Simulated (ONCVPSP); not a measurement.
# Potentials for Mn (Z = 25) compared

Generated with ld1.x 7.5 (TM, RRKJ, ultrasoft, PAW), atompaw 4.2 or ONCVPSP 4.0.1. The cutoff is in Ry: for ld1.x and atompaw files where the sum of valence levels is converged to 10 mRy in a Bessel basis, for ONCV files where the hardest occupied wave has 1 mHa per electron of residual kinetic energy. The error is the largest all-electron minus pseudo excitation energy over each file’s own four to seven test configurations (ionisations up to +4, promotions, holes and added fractions of an electron), all of which were solved. The labels leave out finer settings (local radius, basis sizes, second energies), which also bear on the numbers. Spin-polarised tests are not counted. The rows are a selection from randomly drawn settings: files with unsolved tests, undetermined cutoffs or missed reference levels are left out.

A true bound ghost makes a file unfit for plane-wave use even where its test errors are small: the radial tests pick states by their node count and pass the ghost by.

| potential | cutoff (Ry) | largest error (meV) | bound ghosts |
| --- | --- | --- | --- |
| ONCV, PBE, fully relativistic, rc 2.65/0.85/0.95 (spd), local smoothed, core correction yes, reference 3p6 3d5 4s1.75, qcut 2.3/11/8.7, projectors 2/2/1 | 380 | -36 | s |
| ONCV, PBEsol, scalar-relativistic, rc 1.70/1.05/1.55 (spd), local smoothed, core correction yes, reference 3s2 3p6 3d5 4s2, qcut 9.3/14.9/8.1, projectors 2/1/2 | 134 | +33 | none |
| ONCV, LDA (Perdew-Zunger), scalar-relativistic, rc 1.35/1.20/0.90 (spd), local smoothed, core correction no, reference 3s2 3p6 3d5 4s2, qcut 8.2/12/11.4, projectors 2/2/2 | 364 | -2.4 | none |
| ONCV, PBEsol, scalar-relativistic, rc 1.35/1.45/1.30 (spd), local smoothed, core correction yes, reference 3s2 3p6 3d5 4s1.5 4p0.5, qcut 9.2/9.4/12.7, projectors 2/2/2 | 117 | -132 | none |
| ONCV, LDA (Perdew-Zunger), scalar-relativistic, rc 2.65/1.65/1.35 (spd), local d, core correction yes, reference 3p6 3d5 4s1.75 4p0.25, qcut 2.7/10.4/11.4, projectors 2/2/0 | 102 | -76 | s |

Question: Fill in the row for Mn: ONCV, PBE, scalar-relativistic, rc 1.60/1.00/1.25 (spd), local smoothed, core correction yes, reference 3s2 3p6 3d5 4s0.5, qcut 8.5/6.6/13, projectors 3/2/2.

Answer: cutoff 123 Ry, largest error +1.9 meV, bound ghosts: none.

Question: Fill in the row for Mn: ONCV, LDA (Perdew-Wang 92), scalar-relativistic, rc 1.45/1.00/1.10 (spd), local smoothed, core correction yes, reference 3s2 3p6 3d5 4s2, qcut 8.2/8.4/17.1, projectors 2/2/2.

Answer: cutoff 179 Ry, largest error -22 meV, bound ghosts: none.
